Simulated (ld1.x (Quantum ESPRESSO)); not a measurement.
Cutoff test, arsenic, ultrasoft

* Element: arsenic
* Generator: ld1.x (Quantum ESPRESSO) 7.5
* Type: ultrasoft
* Functional: PBEsol
* Relativity: scalar-relativistic
* Frozen core: [Ar] 3d10
* Valence charge: 5
* Reference configuration: 4s1.75 4p3.25
* Partial waves: 4s (bound): rcut 1.40, rcutus 1.60 bohr; 4s channel at 0.9 Ry: rcut 1.40, rcutus 1.60 bohr; 4p (bound): rcut 1.60, rcutus 1.90 bohr; 4p channel at 1.65 Ry: rcut 1.60, rcutus 1.90 bohr
* Local potential: all-electron potential smoothed inside 1.75 bohr (lloc = -1)
* Core correction: none
* Augmentation charge: PSQ, inside the norm-conserving radii

The pseudo-atom Hamiltonian at the reference potential is diagonalised in spherical Bessel functions j_l(qr) that vanish at 20 bohr, with q² up to the cutoff. All-electron valence levels (Ry): 4s -1.0826, 4p -0.3942.

How do the lowest levels (Ry) of each channel move with the cutoff, and are there ghosts?

| cutoff (Ry) | s #1 | s #2 | p #1 | p #2 | d #1 | f #1 | Σ f·Δε (mRy) |
| --- | --- | --- | --- | --- | --- | --- | --- |
| 8 | -1.0666 | -0.0288 | -0.3895 | 0.0280 | 0.0611 | 0.1134 | 43.5 |
| 10 | -1.0747 | -0.0295 | -0.3923 | 0.0278 | 0.0609 | 0.1134 | 20.2 |
| 12 | -1.0796 | -0.0300 | -0.3933 | 0.0278 | 0.0607 | 0.1134 | 8.2 |
| 15 | -1.0817 | -0.0302 | -0.3939 | 0.0278 | 0.0606 | 0.1134 | 2.8 |
| 18 | -1.0823 | -0.0303 | -0.3940 | 0.0278 | 0.0606 | 0.1134 | 1.2 |
| 21 | -1.0823 | -0.0303 | -0.3941 | 0.0278 | 0.0605 | 0.1134 | 0.9 |
| 25 | -1.0824 | -0.0303 | -0.3942 | 0.0278 | 0.0605 | 0.1134 | 0.6 |
| 30 | -1.0825 | -0.0303 | -0.3942 | 0.0278 | 0.0605 | 0.1134 | 0.3 |
| 400 | -1.0827 | -0.0303 | -0.3942 | 0.0278 | 0.0605 | 0.1134 | 0.0 |

Result: no extra level below or beside the all-electron valence levels (s, p, d, f tested); 10 mRy is reached at 12 Ry and 1 mRy at 21 Ry.
